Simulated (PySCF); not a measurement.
Isomers of C3H12ClNSi4, mass 208.974 u with the commonest isotopes. The calculation used PBE0/pcSseg-1 in PySCF (dipole) on a GFN2-xTB geometry, gas phase. One conformer each, none proved a minimum here; rigid rotors.

Problem. Order these by rotational constant B, smallest first.
A. `[CH:1]#[C:2][Si@@:3]([SiH3:4])([Cl:5])[Si@H:6]([NH2:7])[SiH2:8][CH3:9]` with C2–Si3–Si6–N7 64°, Si3–Si6–N7–H -58° and 167°, Si3–Si6–Si8–C9 -147°
B. `[CH:1]#[C:2][Si@@H:3]([SiH2:4][Cl:5])[Si@@H:6]([SiH3:7])[NH:8][CH3:9]` with C2–Si3–Si4–Cl5 170°, C2–Si3–Si6–Si7 159°, Si3–Si6–N8–C9 -171°
C. `[CH3:1][C:2]#[C:3][SiH2:4][Si@H:5]([Cl:6])[N:7]([SiH3:8])[SiH3:9]` with C3–Si4–Si5–Cl6 -123°, Si4–Si5–N7–Si8 -122°

Solution. C (369.4 MHz), A (405.4 MHz), B (532.7 MHz).

Problem. Order these by radius of gyration √(Σ m r²/M), largest first.
A. `[CH:1]#[C:2][Si@@H:3]([SiH2:4][Cl:5])[Si@@H:6]([SiH3:7])[NH:8][CH3:9]` with C2–Si3–Si4–Cl5 170°, C2–Si3–Si6–Si7 159°, Si3–Si6–N8–C9 -171°
B. `[CH3:1][C:2]#[C:3][SiH2:4][Si@H:5]([Cl:6])[N:7]([SiH3:8])[SiH3:9]` with C3–Si4–Si5–Cl6 -123°, Si4–Si5–N7–Si8 -122°
C. `[CH:1]#[C:2][Si@@:3]([SiH3:4])([Cl:5])[Si@H:6]([NH2:7])[SiH2:8][CH3:9]` with C2–Si3–Si6–N7 64°, Si3–Si6–N7–H -58° and 167°, Si3–Si6–Si8–C9 -147°

Solution. B (2.875 Å), C (2.724 Å), A (2.680 Å).

Problem. Order these by out-of-plane moment Σ m c² = (Ia + Ib − Ic)/2, smallest first.
A. `[CH3:1][C:2]#[C:3][SiH2:4][Si@H:5]([Cl:6])[N:7]([SiH3:8])[SiH3:9]` with C3–Si4–Si5–Cl6 -123°, Si4–Si5–N7–Si8 -122°
B. `[CH:1]#[C:2][Si@@H:3]([SiH2:4][Cl:5])[Si@@H:6]([SiH3:7])[NH:8][CH3:9]` with C2–Si3–Si4–Cl5 170°, C2–Si3–Si6–Si7 159°, Si3–Si6–N8–C9 -171°
C. `[CH:1]#[C:2][Si@@:3]([SiH3:4])([Cl:5])[Si@H:6]([NH2:7])[SiH2:8][CH3:9]` with C2–Si3–Si6–N7 64°, Si3–Si6–N7–H -58° and 167°, Si3–Si6–Si8–C9 -147°

Solution. A (182.69 u·Å²), B (197.76 u·Å²), C (233.44 u·Å²).

| SMILES | point group | Ia (u·Å²) | Ib (u·Å²) | Ic (u·Å²) | κ | μa (D) | μb (D) | μc (D) |
| --- | --- | --- | --- | --- | --- | --- | --- | --- |
| CC#C[SiH2][Si@H](Cl)N([SiH3])[SiH3] | C1 | 541.88 | 1367.98 | 1544.48 | -0.86 | 1.64 | 1.87 | 0.09 |
| C#C[Si@@]([SiH3])(Cl)[Si@H](N)[SiH2]C | C1 | 537.12 | 1246.63 | 1316.87 | -0.92 | 1.55 | 2.53 | 0.96 |
| C#C[Si@@H]([SiH2]Cl)[Si@@H]([SiH3])NC | C1 | 750.04 | 948.64 | 1303.15 | 0.01 | 0.18 | 2.03 | 1.44 |
